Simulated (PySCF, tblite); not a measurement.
Isomers of C7H15ClSi, one GFN2-xTB conformer each. Single-point energies are computed at PBE0/pcSseg-1 (PySCF, gas phase, no added dispersion term), electronic only.

Question: Rank them by PBE0/pcSseg-1 energy, lowest first (kJ/mol).
A. `[CH2:1]=[C:2]([CH3:3])[CH2:4][Si@@H:5]([Cl:6])[CH2:7][CH2:8][CH3:9]` with C1–C2–C4–Si5 101°, C2–C4–Si5–Cl6 -176°, C4–Si5–C7–C8 -178°, Si5–C7–C8–C9 177°
B. `[CH2:1]=[CH:2][SiH2:3][C@@:4]([CH3:5])([Cl:6])[CH:7]([CH3:8])[CH3:9]` with C1–C2–Si3–C4 -125°, C2–Si3–C4–C5 176°, Si3–C4–C7–C8 -177°
C. `[CH3:1]/[C:2]([SiH3:3])=[C:4](/[Cl:5])[CH2:6][CH:7]([CH3:8])[CH3:9]` with C2–C4–C6–C7 -107°, C4–C6–C7–C8 63°

Answer: A (0.0), C (179.6), B (182.3).

Neighbours under 10 kJ/mol apart (C/C([SiH3])=C(/Cl)CC(C)C and C=C[SiH2][C@@](C)(Cl)C(C)C) can change places with a better method, another conformer or zero-point energy. GFN2-xTB itself gives, in the same order: 0.0, 57.6, 137.3. Both levels put the same isomer lowest; measured from each level's own lowest isomer, the values differ by up to 122.0 kJ/mol (C/C([SiH3])=C(/Cl)CC(C)C: 57.6 against 179.6).

Which frontier levels, dipoles and rotational constants go with these structures?

| SMILES | HOMO (eV, PBE0/pcSseg-1) | LUMO (eV) | dipole (D) | A, B, C (MHz) |
| --- | --- | --- | --- | --- |
| C=C(C)C[Si@@H](Cl)CCC | -7.02 | 0.21 | 1.69 | 1204, 701.7, 499.5 |
| C/C([SiH3])=C(/Cl)CC(C)C | -7.01 | -0.23 | 1.97 | 1758, 696.3, 570.5 |
| C=C[SiH2][C@@](C)(Cl)C(C)C | -7.60 | -0.44 | 2.06 | 1387, 892.9, 741.2 |

What happens when harmonic zero-point energies from GFN2-xTB frequencies are added?

```tsv
SMILES	ZPE (kJ/mol)	electronic (kJ/mol)	with ZPE (kJ/mol)
C=C(C)C[Si@@H](Cl)CCC	525.6	0.0	0.0
C/C([SiH3])=C(/Cl)CC(C)C	513.8	179.6	167.8
C=C[SiH2][C@@](C)(Cl)C(C)C	517.4	182.3	174.0
```

The zero-point energies span 11.8 kJ/mol. The order is unchanged.
